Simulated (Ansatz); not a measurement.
Relaxation of C2H8N2Si (13 atoms, charge 0, multiplicity 1), to a largest force component of 0.015 eV/Å in at most 40 steps.

The calculation used RKS PBE-D4/def2-SVP in Ansatz.

```xyz
13
Properties=species:S:1:pos:R:3:forces:R:3
N -1.812 1.240 -0.110 -3.50 4.86 -0.44
C -1.079 0.167 -0.290 1.68 -0.82 0.07
C -1.420 -0.901 -0.975 -1.04 -4.73 -1.86
N -2.704 -1.152 -1.624 2.28 6.09 0.95
Si -0.170 -2.368 -1.149 -0.78 2.14 -0.39
H -2.451 1.516 -0.922 0.92 -0.38 1.23
H -1.342 2.096 0.243 -0.29 -0.64 -0.21
H -0.134 0.213 0.188 1.55 -0.20 0.62
H -3.410 -0.454 -1.307 0.14 -1.01 -0.25
H -2.988 -2.049 -1.705 -1.32 -3.91 -0.11
H 0.579 -2.496 0.088 0.65 -0.14 0.79
H 0.746 -2.106 -2.299 0.26 -0.18 -0.18
H -0.938 -3.564 -1.400 -0.57 -1.09 -0.22
```

Question: Where does it end, and by what steps?

Answer: The forces met the threshold. After 22 steps the energy has fallen by 0.902 eV; H10 moved furthest, 1.31 Å.

```csv
step,energy less start (eV),largest force component (eV/Å),accepted
0,0.0000,6.086,yes
1,-0.6939,1.618,yes
2,-0.8055,0.410,yes
3,-0.8284,0.254,yes
4,-0.8453,0.197,yes
5,-0.8556,0.105,yes
6,-0.8195,0.352,no
7,-0.8674,0.055,yes
8,-0.8718,0.127,yes
9,-0.8737,0.233,yes
10,-0.8769,0.221,yes
11,-0.8819,0.283,yes
12,-0.8845,0.369,yes
13,-0.8879,0.320,yes
14,-0.8894,0.279,yes
15,-0.8702,0.583,no
16,-0.8990,0.108,yes
17,-0.9004,0.065,yes
18,-0.8996,0.108,no
19,-0.9012,0.103,yes
20,-0.9020,0.015,yes
21,-0.9017,0.037,no
22,-0.9021,0.006,yes
```

```xyz
13
Properties=species:S:1:pos:R:3
N -1.884 1.275 -0.015
C -1.052 0.190 -0.164
C -1.354 -0.871 -0.979
N -2.587 -0.764 -1.727
Si -0.279 -2.390 -1.078
H -2.585 1.327 -0.766
H -1.456 2.163 0.248
H -0.139 0.184 0.453
H -3.371 -1.203 -1.224
H -2.524 -1.246 -2.632
H 1.013 -2.180 -0.328
H 0.047 -2.712 -2.520
H -0.954 -3.630 -0.533
```

Whether the end is a true minimum wasn't checked by a vibrational analysis.

Run time: 21 s on 2 threads of AMD EPYC 9R45 96-Core Processor (Zen 5), on a shared host, peak memory 0.17 GiB.
